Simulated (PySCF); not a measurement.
# Distorted geometries of [WO3Br]−

[WO3Br]− (singlet). PySCF 2.14.0, RKS PBE, W def2-SVP with ECP60, O def2-SVP, Br def2-SVP; non-relativistic Hamiltonian with scalar-relativistic core potentials where named; density fitting; no spin-orbit coupling. Relaxed geometry:

```xyz
5

W     0.0000    0.3468    0.1532
O     1.4293    0.4654    1.1726
O     0.0000    1.6961   -0.9764
O    -1.4293    0.4654    1.1726
Br    0.0000   -1.8585   -1.0904
```

**Question.** Order these distorted geometries by energy above the relaxed one, lowest first.
A.
```xyz
5

W     0.0595    0.3718    0.1452
O     1.3362    0.5047    1.2267
O    -0.1663    1.8168   -0.9645
O    -1.4800    0.3149    1.0790
Br    0.2506   -1.8930   -1.0548
```
B.
```xyz
5

W     0.0144    0.5034    0.2936
O     1.4146    0.3038    1.1012
O     0.1374    1.6358   -0.9305
O    -1.3986    0.4298    1.0662
Br   -0.1678   -1.7575   -1.0988
```
C.
```xyz
5

W    -0.0287    0.3518    0.1232
O     1.4234    0.3687    1.1245
O     0.0744    1.6744   -0.9884
O    -1.4183    0.4749    1.2526
Br   -0.0509   -1.7545   -1.0803
```

**Answer.** C (0.14 eV), A (0.41 eV), B (2.22 eV).

**Question.** Which forces (eV/Å) act in the one that lies 0.41 eV up?

**Answer.** 
```
W   -6.13  0.89 -3.56
O    3.31  0.77  2.62
O    1.01 -1.97  1.52
O    1.75 -0.10 -0.66
Br   0.06  0.41  0.08
```
Forces carry noise of the integration grid, about 0.01 to 0.03 eV/Å.
